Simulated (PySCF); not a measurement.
Compound: C5H9ClSi2.
Atom-mapped SMILES: `[CH:1]#[C:2][C@@H:3]1[SiH2:4][CH2:5][Si@H:6]1[CH2:7][Cl:8]` (hydrogens: H9 on C1; H10 on C3; H11, H12 on Si4; H13, H14 on C5; H15 on Si6; H16, H17 on C7)

The same species was optimised twice, with GFN2-xTB and with PBE0-D3(BJ)/def2-SVP (PySCF), and the same property calculations (PySCF, gas phase) were run on both structures.

```json
{"coordinate": "C5–Si6 (Å)", "GFN2-xTB": "1.915", "PBE0-D3(BJ)/def2-SVP": "1.893", "change": "-0.022"}
{"coordinate": "Si6–C7 (Å)", "GFN2-xTB": "1.911", "PBE0-D3(BJ)/def2-SVP": "1.890", "change": "-0.021"}
{"coordinate": "Si4–C5 (Å)", "GFN2-xTB": "1.920", "PBE0-D3(BJ)/def2-SVP": "1.900", "change": "-0.020"}
{"coordinate": "C1≡C2 (Å)", "GFN2-xTB": "1.199", "PBE0-D3(BJ)/def2-SVP": "1.214", "change": "+0.015"}
{"coordinate": "C2–C3 (Å)", "GFN2-xTB": "1.431", "PBE0-D3(BJ)/def2-SVP": "1.440", "change": "+0.009"}
{"coordinate": "C7–Cl8 (Å)", "GFN2-xTB": "1.784", "PBE0-D3(BJ)/def2-SVP": "1.793", "change": "+0.009"}
{"coordinate": "C3–Si4 (Å)", "GFN2-xTB": "1.939", "PBE0-D3(BJ)/def2-SVP": "1.931", "change": "-0.008"}
{"coordinate": "C3–Si6 (Å)", "GFN2-xTB": "1.935", "PBE0-D3(BJ)/def2-SVP": "1.930", "change": "-0.005"}
{"coordinate": "Si4–C3–Si6 (°)", "GFN2-xTB": "91.5", "PBE0-D3(BJ)/def2-SVP": "86.7", "change": "-4.8"}
{"coordinate": "C3–Si6–C5 (°)", "GFN2-xTB": "88.0", "PBE0-D3(BJ)/def2-SVP": "92.4", "change": "+4.4"}
{"coordinate": "C3–Si4–C5 (°)", "GFN2-xTB": "87.8", "PBE0-D3(BJ)/def2-SVP": "92.2", "change": "+4.4"}
{"coordinate": "Si4–C5–Si6 (°)", "GFN2-xTB": "92.7", "PBE0-D3(BJ)/def2-SVP": "88.7", "change": "-4.0"}
{"coordinate": "C2–C3–Si4 (°)", "GFN2-xTB": "114.8", "PBE0-D3(BJ)/def2-SVP": "116.7", "change": "+1.9"}
{"coordinate": "C2–C3–Si6 (°)", "GFN2-xTB": "114.7", "PBE0-D3(BJ)/def2-SVP": "116.6", "change": "+1.9"}
{"coordinate": "Si6–C7–Cl8 (°)", "GFN2-xTB": "108.1", "PBE0-D3(BJ)/def2-SVP": "108.6", "change": "+0.5"}
{"coordinate": "C3–Si6–C7 (°)", "GFN2-xTB": "111.5", "PBE0-D3(BJ)/def2-SVP": "111.0", "change": "-0.5"}
{"coordinate": "C5–Si6–C7–Cl8 (°)", "GFN2-xTB": "-73", "PBE0-D3(BJ)/def2-SVP": "-64", "change": "+9"}
```

Rotational constants: A = 2126, B = 643.5, C = 538.9 MHz (GFN2-xTB) against A = 2158, B = 652.3, C = 547.2 MHz (PBE0-D3(BJ)/def2-SVP). Point groups within 0.08 Å: C1 and C1. Atoms that the bonding makes alike are paired by their places after alignment.

On the GFN2-xTB structure: isotropic polarisability (au) 121.4 [CAM-B3LYP/def2-SVPD]; HOMO (eV) -8.26 [CAM-B3LYP/def2-SVPD]; LUMO (eV) 0.52 [CAM-B3LYP/def2-SVPD]; dipole (D) 1.31 [CAM-B3LYP/def2-SVPD].

**Question.** What do these properties become on the PBE0-D3(BJ)/def2-SVP structure?

**Answer.** 
```
                                    property                level  on GFN2-xTB  on PBE0-D3(BJ)/def2-SVP  change
               isotropic polarisability (au)  CAM-B3LYP/def2-SVPD        121.4                    122.6    +1.2
                                   HOMO (eV)  CAM-B3LYP/def2-SVPD        -8.26                    -8.22   +0.04
                                   LUMO (eV)  CAM-B3LYP/def2-SVPD         0.52                     0.59   +0.07
                                  dipole (D)  CAM-B3LYP/def2-SVPD         1.31                     1.07   -0.24
energy, GFN2-xTB geometry as zero (kcal/mol)  CAM-B3LYP/def2-SVPD          0.0                     -3.2    -3.2
```

The heavy atoms differ by 0.076 Å rms after alignment. Among bonds between heavy atoms C5–Si6 and Si6–C7 change most and about equally (-0.022 to -0.021 Å). Changes are differences of the printed values. Neither structure is proved a minimum here.

Conformer computed: `[CH:1]#[C:2][C@@H:3]1[SiH2:4][CH2:5][Si@H:6]1[CH2:7][Cl:8]`: C5–Si6–C7–Cl8 -64°.
